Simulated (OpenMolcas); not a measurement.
Se I: the spin-orbit constant, worked from levels

- Program: OpenMolcas
- Basis: ANO-RCC-VQZP [7s6p4d2f1g]
- Scalar Hamiltonian: DKH2, point nucleus
- Active space: 6 electrons in 9 orbitals (RAS2 4s 4p; RAS3 4d, at most 2 electrons)
- State averaging: 2S+1 = 3 even, 3 roots; 2S+1 = 1 even, 6 roots
- Spin-orbit coupling: state interaction with AMFI integrals over the reference wave functions, term energies averaged over their components

Methods: RASSCF; SS-RASPT2, IPEA 0.25 Eh, imaginary shift 0.1 Eh (closed shells correlated: 3d). Measured levels: NIST Handbook of Basic Atomic Spectroscopic Data.

**The spin-orbit constant.** For the Hund term 3P of p4, E(J) = (A/2) J(J+1) + constant and ζ = -2S·A = -2A. From J = 0 to J = 2 the energy changes by 3 A.

```
   Source  E(2) - E(0)       A     ζ
   RASSCF      -2375.6  -791.9  1584
SS-RASPT2      -2378.7  -792.9  1586
 measured      -2534.4  -844.8  1690
```

All in cm-1. SS-RASPT2 is off by -6.1 % and RASSCF by -6.3 %. Both methods take the spin-orbit matrix elements from the reference wave functions, so the second can move ζ only through the term energies and any multistate remixing. Second-order mixing with other terms is absorbed into this ζ.

Active for correlation alone: 4d; no level in the range computed is led by a configuration that fills it, so any true level of that kind is missing. Without dynamic correlation excited terms often stand tens of per cent too high (terms of higher spin than the ground term too low), and those without a measured partner can miss by more than the paired ones (holds for RASSCF). Computed and measured levels are paired by configuration, term and J; levels that our copy of the source lacks, or whose pairing is in doubt (as where it misses far off the trend of its configuration), stay unpaired and out of the deviations. Only configurations of the active space appear.
